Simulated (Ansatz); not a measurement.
Reactions of BClH$_{6}$OSi$_{2}$ (`[SiH3][SiH2]OBCl`).

Program: Ansatz. Geometries: PBE0-D4/def2-TZVP. ΔE: electronic, gas phase. CCSD(T)/CBS is the MP2 limit (def2-TZVPP, def2-QZVPP) plus CCSD(T) − MP2 in def2-TZVPP, frozen cores. This one scheme is used for every species. For Ga outer-core shells are correlated without core-valence functions, which leaves a few kJ/mol of doubt a bond. Scalar relativity is left out up to krypton. One conformer a species, not always the lowest.

Task: Order these by ΔE at CCSD(T)/CBS, lowest first. (An estimate is asked.)
A. `[SiH3][SiH2]OBCl` + `[CH3][AlH][OH]` → `[CH3][AlH][O][SiH2][SiH3]` + `OBCl`
B. `[SiH3][SiH2]OBCl` + `N[SiH2]F` → `F[SiH2]N[SiH2][SiH3]` + `OBCl`
C. `[SiH3][SiH2]OBCl` + `C[O][Ga]([OH])[SH]` → `C[O][Ga]([SH])[O][SiH3]` + `[SiH3]OBCl`
D. `[SiH3][SiH2]OBCl` + `O=CC1CO1` → `ClBC1CO1` + `O=CO[SiH2][SiH3]`
E. `[SiH3][SiH2]OBCl` + CH₃NH₂ → `CNBCl` + `O[SiH2][SiH3]`
F. `[SiH3][SiH2]OBCl` + `N[SiH2][SiH3]` → `N[SiH2][SiH2][SiH3]` + `[SiH3]OBCl`

Result: C (-107.1 kJ/mol), A (-26.4 kJ/mol), F (-16.5 kJ/mol), E (-5.9 kJ/mol), B (+27.7 kJ/mol), D (+97.0 kJ/mol).

Largest T1 diagnostic: 0.016, for `O=CO[SiH2][SiH3]`.
